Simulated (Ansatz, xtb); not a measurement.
## Relaxing a trial structure of CH5Sn2+

The starting geometry of this gas-phase singlet was built from a drawn formula by distance geometry and a force field; its bonds are those of `[CH2]1[SnH+][SnH2]1`.

```json
{"atom": "C", "x (Å)": "-0.5750", "y (Å)": "-0.4450", "z (Å)": "-1.2940"}
{"atom": "Sn", "x (Å)": "0.8355", "y (Å)": "-1.9450", "z (Å)": "-0.7830"}
{"atom": "Sn", "x (Å)": "0.9386", "y (Å)": "0.9610", "z (Å)": "-0.9395"}
{"atom": "H", "x (Å)": "-1.4250", "y (Å)": "-0.4024", "z (Å)": "-0.6086"}
{"atom": "H", "x (Å)": "-0.9018", "y (Å)": "-0.4747", "z (Å)": "-2.3785"}
{"atom": "H", "x (Å)": "1.4094", "y (Å)": "-3.5256", "z (Å)": "-0.5574"}
{"atom": "H", "x (Å)": "1.1664", "y (Å)": "1.5435", "z (Å)": "0.7169"}
{"atom": "H", "x (Å)": "2.0506", "y (Å)": "1.3914", "z (Å)": "-2.1594"}
```

Question: Predict what becomes of its bonds when it is optimised with r2SCAN-D4/def2-SVP.

Answer: A bond breaks, leaving `[SnH][CH2][SnH2+]`. Distances that change by over a tenth: C1–Sn2 (2.12 → 2.38 Å). Contacts that open: Sn2–Sn3 (2.91 → 3.80 Å).

The energy falls by 1.32 eV over 16 steps:

| step | E − E(last) (eV) |
| --- | --- |
| 1 | 1.320 |
| 3 | 0.529 |
| 4 | 0.416 |
| 6 | 0.213 |
| 8 | 0.069 |
| 9 | 0.037 |
| 11 | 0.010 |
| 13 | 0.002 |
| 14 | 0.000 |
| 16 | 0.000 |

Final geometry (Å):

```xyz
8

C    -0.0148   -0.6199   -1.1282
Sn    1.3630   -2.4900   -0.6000
Sn    0.8192    1.2485   -0.9634
H    -0.8603   -0.7640   -0.4347
H    -0.3227   -0.8523   -2.1615
H    -0.0911   -3.4107   -1.0149
H     0.8738    2.0652    0.5271
H     1.7317    1.9264   -2.2280
```

From the same start GFN2-xTB reaches the same bonding as this run.

The end wasn't checked by frequencies. Atoms past krypton carry core potentials, without spin–orbit terms. Run with Ansatz 0.2.0, 16 s on 2 threads of Intel(R) Xeon(R) 6975P-C (Granite Rapids), on a shared host.
